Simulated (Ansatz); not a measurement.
`CC[Si]Cl` + CH₃SH → `CC[Si]SC` + HCl at 298.15 K and 1 bar (ligand exchange at the Si–Cl bond).

Calculated with Ansatz (gas phase, PBE0-D4/def2-TZVP geometries, no zero-point term in ΔE). CBS: MP2 limit from def2 TZ/QZ plus the TZ coupled-cluster correction, frozen cores. This one scheme is used for every species. One conformer a species, not always the lowest.

```csv
species,CCSD(T)/CBS energy (Eh),H − E (kJ/mol),S (J/(mol·K))
`CC[Si]Cl`,-827.97738,191.0,335.3
CH₃SH,-438.22835,133.0,253.2
`CC[Si]SC`,-805.81545,298.3,367.8
HCl,-460.38127,26.6,186.8
```

H − E and S are ideal-gas, rigid-rotor, harmonic terms from PBE0-D4/def2-TZVP, for one conformer and one mirror image of each species. 1 Eh = 2625.50 kJ/mol, R = 8.31446 J/(mol·K).

Problem. By hand: ΔE, ΔH, ΔS and ΔG.

Solution. ΔE = (-805.81545) + (-460.38127) − (-827.97738) − (-438.22835) = 0.00901 Eh = 23.7 kJ/mol. Δ(H − E) = 298.3 + 26.6 − 191.0 − 133.0 = 0.9, so ΔH = 24.6 kJ/mol. ΔS = 367.8 + 186.8 − 335.3 − 253.2 = -33.9 J/(mol·K). ΔG = 24.6 − 298.15 × (-33.9)/1000 = 34.7 kJ/mol.

Problem. By hand: the equilibrium constant, and the temperature at which ΔG would vanish if ΔH and ΔS stayed fixed.

Solution. log₁₀ K = −ΔG/(RT ln 10) = -6.1. ΔH and −TΔS have one sign here, so there is no such temperature.

TΔS isn't small against ΔH here. A doubt of 5 kJ/mol in ΔE shifts log₁₀ K by 0.9 here. Other conformers and mirror images would add mixing entropy, several J/(mol·K) or more a flexible species. Modes under 60 cm⁻¹, often nearly free rotors, make the harmonic entropy too high. These are equilibria of isolated gas molecules and say nothing of rates. Largest T1 diagnostic: 0.014 (customary marks: 0.02 for closed shells, 0.045 for open ones).
